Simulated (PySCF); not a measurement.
Start geometry of `O=CC(=O)[NH][GeH3]` from a GFN2-xTB structure with every atom displaced at random (by about 0.01 Å) (Å):
```
atom  x, y, z in Å
O1     2.6616    0.4581   -0.6614
C2     2.1772    0.0472    0.3537
C3     0.6761   -0.1300    0.5780
O4     0.2753   -0.5667    1.6267
N5    -0.1182    0.2150   -0.4255
Ge6   -1.8964   -0.0552    0.0266
H7     2.8147   -0.2537    1.2151
H8     0.3208    0.5874   -1.2647
H9    -2.1957    0.8048    1.2235
H10   -2.0593   -1.5178    0.2950
H11   -2.6178    0.3852   -1.1978
```

Task: What comes out of this run: PBE0-D3(BJ)/def2-SVP geometry optimisation, gas phase (PySCF 2.14.0)?

Result: 
```
atom  x, y, z in Å
O1     2.5675    0.2220   -0.4202
C2     2.1779   -0.1599    0.6494
C3     0.6970   -0.3381    0.9793
O4     0.3581   -0.7372    2.0780
N5    -0.1390   -0.0215   -0.0281
Ge6   -1.9828   -0.2064    0.1996
H7     2.8536   -0.4205    1.4987
H8     0.3111    0.2833   -0.8877
H9    -2.4269    0.7027    1.3492
H10   -2.2970   -1.6796    0.4794
H11   -2.5684    0.2512   -1.1440
```

The energy falls by 0.148 eV over 13 energy and gradient evaluations, the largest force component goes from 0.0271 to 4.0e-04 Eh/bohr, and the atoms move by 0.149 Å rms after alignment. The bond that changes most is Ge6–H11 (ends: germanium bonded to N and 3 H; Ge–H hydrogen), which lengthens by 0.048 Å. Bonds longer at the end by more than 0.005 Å: 6 of 10; shorter: 0. Among the angles that change most is C3–N5–Ge6, from 110.6° to 119.9°. Rotational constants go from 7033, 1139, 992.6 to 6145, 1103, 946.7 MHz. The orientation of the end geometry is arbitrary; only internal coordinates are fixed.

The run used 127 basis functions and 90 SCF cycles in all. Hardware: Arm Neoverse V1, one thread, on a shared host. Cost: 94 s of wall time, 0.53 GiB resident at most.

No PBE0-D3(BJ)/def2-SVP frequencies stand behind this structure, so it isn't proved a minimum. One conformer, not necessarily the lowest.
